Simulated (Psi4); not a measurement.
Br$_{3}$Ti (SMILES [Br][Ti]([Br])[Br]), doublet, geometry from GFN2-xTB (such geometries of metal compounds can be far from the true shape) (the multiplicity is a formal guess); PBE/STO-3G run with Psi4.

Psi4 was given this input:
```
memory 2 GB

molecule mol {
0 2
  Ti   -0.277942    0.256626    0.509917
  Br   -1.663306   -1.447197   -0.343932
  Br    0.032838    1.930198   -1.119157
  Br    1.805174   -0.644309    1.142570
}

set basis sto-3g
set reference uks

energy('pbe')
print_variables()
```

Question: Predict the main parts of the log of this Psi4 run.

Answer: 
```
   => Loading Basis Set <=

    Name: STO-3G
    Role: ORBITAL
    Keyword: BASIS

         ---------------------------------------------------------
                                   SCF
               by Justin Turney, Rob Parrish, Andy Simmonett
                          and Daniel G. A. Smith
                              UKS Reference
         ---------------------------------------------------------

  ==> Geometry <==

    Molecular point group: c1
    Full point group: C1

    Geometry (in Angstrom), charge = 0, multiplicity = 2:

       Center              X                  Y                   Z               Mass
    ------------   -----------------  -----------------  -----------------  -----------------
         TI          -0.279560389241     0.258120437047     0.512886255866    47.947941980000
         BR          -1.664924389241    -1.445702562953    -0.340962744134    78.918337600000
         BR           0.031219610759     1.931692437047    -1.116187744134    78.918337600000
         BR           1.803555610759    -0.642814562953     1.145539255866    78.918337600000

  Running in c1 symmetry.

  Rotational constants: A =      0.02760  B =      0.02760  C =      0.01435 [cm^-1]
  Rotational constants: A =    827.33511  B =    827.33477  C =    430.22931 [MHz]
  Nuclear repulsion = 1022.886227353736786

  Charge       = 0
  Multiplicity = 2
  Electrons    = 127
  Nalpha       = 64
  Nbeta        = 63

  ==> Algorithm <==

  SCF Algorithm Type is DF.
  DIIS enabled.
  MOM disabled.
  Fractional occupation disabled.
  Guess Type is SAD.
  Energy threshold   = 1.00e-06
  Density threshold  = 1.00e-06
  Integral threshold = 1.00e-12

  ==> Primary Basis <==

  Basis Set: STO-3G
    Blend: STO-3G
    Number of shells: 32
    Number of basis functions: 72
    Number of Cartesian functions: 76
    Spherical Harmonics?: true
    Max angular momentum: 2

  ==> DFT Potential <==

   => LibXC <=

    Version 7.1.2
    S. Lehtola, C. Steigemann, M. J. T. Oliveira, and M. A. L. Marques,  SoftwareX 7, 1–5 (2018) (10.1016/j.softx.2017.11.002)

   => Composite Functional: PBE <=

    PBE GGA Exchange-Correlation Functional

    J.P. Perdew et. al., Phys. Rev. Lett., 77(18), 3865-3868, 1996

    Deriv               =              1
    GGA                 =           TRUE
    Meta                =          FALSE

    Exchange Hybrid     =          FALSE
    MP2 Hybrid          =          FALSE

   => Exchange Functionals <=

    1.0000     XC_GGA_X_PBE

   => Correlation Functionals <=

    1.0000     XC_GGA_C_PBE

   => LibXC Density Thresholds  <==

    XC_GGA_C_PBE:  1.00E-12
    XC_GGA_X_PBE:  1.00E-15

   => Molecular Quadrature <=

    Radial Scheme          =       TREUTLER
    Pruning Scheme         =           NONE
    Nuclear Scheme         =       TREUTLER

    Blocking Scheme        =         OCTREE
    BS radius alpha        =              1
    Pruning alpha          =              1
    Radial Points          =             75
    Spherical Points       =            302
    Total Points           =          79985
    Total Blocks           =            659
    Max Points             =            256
    Max Functions          =             50
    Weights Tolerance      =       1.00E-15

   => Loading Basis Set <=

    Name: (STO-3G AUX)
    Role: JKFIT
    Keyword: DF_BASIS_SCF

  ==> Integral Setup <==

  SCF_SUBTYPE=INCORE selected. In-core MEM_DF algorithm will be used.
  Using in-core AOs.

  ==> MemDFJK: Density-Fitted J/K Matrices <==

    J tasked:                   Yes
    K tasked:                    No
    wK tasked:                   No
    Algorithm:                 Core
    Schwarz Cutoff:           1E-12
    Mask sparsity (%):      30.7099
    Fitting Condition:        1E-10

   => Auxiliary Basis Set <=

  Basis Set: (STO-3G AUX)
    Blend: DEF2-UNIVERSAL-JKFIT
    Number of shells: 238
    Number of basis functions: 1062
    Number of Cartesian functions: 1490
    Spherical Harmonics?: true
    Max angular momentum: 6

  Minimum eigenvalue in the overlap matrix is 2.6070788243E-01.
  Reciprocal condition number of the overlap matrix is 1.3683779570E-01.
    Using symmetric orthogonalization.

  ==> Pre-Iterations <==

  SCF Guess: Superposition of Atomic Densities via on-the-fly atomic UHF (no occupation information).

   -------------------------
    Irrep   Nso     Nmo
   -------------------------
     A         72      72
   -------------------------
    Total      72      72
   -------------------------

  ==> Iterations <==

                           Total Energy        Delta E     RMS |[F,P]|

   @DF-UKS iter SAD: -8474.14602137201473   -8.47415e+03   0.00000e+00
   @DF-UKS iter   1: -8477.01208426713492   -2.86606e+00   8.14886e-03 ADIIS/DIIS
   @DF-UKS iter   2: -8464.40475731002516    1.26073e+01   5.19431e-02 ADIIS/DIIS
   @DF-UKS iter   3: -8477.10334611549843   -1.26986e+01   9.43332e-03 ADIIS/DIIS
   @DF-UKS iter   4: -8477.35080933607424   -2.47463e-01   3.39985e-03 ADIIS/DIIS
   @DF-UKS iter   5: -8477.39151481718545   -4.07055e-02   7.74336e-04 ADIIS/DIIS
   @DF-UKS iter   6: -8477.39397220584397   -2.45739e-03   2.88191e-05 DIIS
   @DF-UKS iter   7: -8477.39397631469546   -4.10885e-06   2.98779e-06 DIIS
   @DF-UKS iter   8: -8477.39397637519687   -6.05014e-08   4.66051e-07 DIIS
  Energy and wave function converged.

  ==> Post-Iterations <==

   Electrons on quadrature grid:
      Nalpha   =   63.9999999397 ; deviation = -6.034e-08
      Nbeta    =   62.9999994543 ; deviation = -5.457e-07
      Ntotal   =  126.9999993940 ; deviation = -6.060e-07

   @Spin Contamination Metric:   5.229153743E-03
   @S^2 Expected:                7.500000000E-01
   @S^2 Observed:                7.552291537E-01
   @S   Expected:                5.000000000E-01
   @S   Observed:                5.000000000E-01

    Orbital Energies [Eh]
    ---------------------

    Alpha Occupied:

[...]
      64A     -0.054523

    Alpha Virtual:

[...]
    Beta Occupied:

[...]
    Beta Virtual:

[...]
    Final Occupation by Irrep:
              A
    DOCC [    63 ]
    SOCC [     1 ]
    NA   [    64 ]
    NB   [    63 ]

  @DF-UKS Final Energy: -8477.39397637519687

   => Energetics <=

    Nuclear Repulsion Energy =           1022.8862273537367855
    One-Electron Energy =              -13876.1523075515160599
    Two-Electron Energy =                4691.8275404986088688
    DFT Exchange-Correlation Energy =    -315.9554366760265793
    Empirical Dispersion Energy =           0.0000000000000000
    VV10 Nonlocal Energy =                  0.0000000000000000
    Total Energy =                      -8477.3939763751968712

  UHF NO Occupations:
  HONO-2 :   62  A 1.9993167
  HONO-1 :   63  A 1.9990494
  HONO-0 :   64  A 1.0000000
  LUNO+0 :   65  A 0.0009506
  LUNO+1 :   66  A 0.0006833
  LUNO+2 :   67  A 0.0006830
  LUNO+3 :   68  A 0.0001188

Computation Completed

Properties will be evaluated at   0.000000,   0.000000,   0.000000 [a0]

Properties computed using the SCF density matrix

 Multipole Moments:

 ------------------------------------------------------------------------------------
     Multipole            Electronic (a.u.)      Nuclear  (a.u.)        Total (a.u.)
 ------------------------------------------------------------------------------------

 L = 1.  Multiply by 2.5417464519 to convert [e a0] to [Debye]
 Dipole X            :          0.2108840           -0.3884321           -0.1775482
 Dipole Y            :         -0.1945927            0.3586426            0.1640500
 Dipole Z            :         -0.3869135            0.7126242            0.3257107
 Magnitude           :                                                    0.4056146

 ------------------------------------------------------------------------------------

  Variable Map:
  ----------------------------------------------------------------------------
[...]
  Array Variable Map:
  ----------------------------------------------------------------------------
[...]
[...]
```
